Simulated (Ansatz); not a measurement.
Process, species as SMILES: OB(O)Br [bromoboronic acid] → [O-]B(O)Br + H+
Structures are relaxed separately at B3LYP-D3(BJ)/def2-TZVP in Ansatz (a first-principles code), one conformer each, not searched for the lowest. Frequencies are from Ansatz.

Wanted: gas-phase deprotonation energy (enthalpy at 298 K, with B3LYP-D3(BJ) rigid-rotor harmonic-oscillator terms), in kJ/mol. Correlated levels leave the core frozen unless marked. No spin-orbit coupling. The frozen core is the preceding noble-gas configuration, with the filled d and f shells of earlier blocks. No relativistic terms. Anions need diffuse functions: aug- sets have them; def2-D sets add few; the other sets have none. Basis-set limits of correlation are two-point, X^-3; Hartree-Fock from the larger set.

CCSD(T)/CBS(aug-cc-pVTZ,aug-cc-pVQZ) (Ansatz) gives 1425.7 kJ/mol.

Q: Another calculation gave 1413.7 kJ/mol. Which level was it?
A. PBE/def2-TZVPD (Ansatz)
B. B97M-V/def2-TZVPD (Ansatz)
C. SVWN5/def2-TZVPD (Ansatz)

A: A, PBE/def2-TZVPD (Ansatz). The others give 1433.3 (B97M-V), 1396.7 (SVWN5) kJ/mol.
